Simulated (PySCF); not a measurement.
Sn(OMe)(SH) (CH4OSSn), SMILES C[O][Sn][SH] (connectivity only; charge and spin as stated), neutral, multiplicity 1.

The structure is a stationary point at B3LYP-D3(BJ)/def2-SVP. The def2 effective core potentials stand for the cores of Sn; spin–orbit coupling is left out. The values are those of a single conformer.

Method: PySCF with M06-2X/def2-TZVP.

```yaml
total_energy: -728.20729 hartree
point_group: Cs
highest_occupied_level: -8.28 eV
lowest_empty_level: -1.58 eV
orbital_gap: 6.70 eV
dipole_moment: 2.03 D
quadrupole, principal values (traceless, Buckingham form, about the centre of nuclear charge): -7.72, 2.46, 5.26 D·Å
mean_static_polarisability: 77.4 bohr³ (11.47 Å³)
polarisability_principal_values: 56.4, 81.6, 94.2 bohr³
```
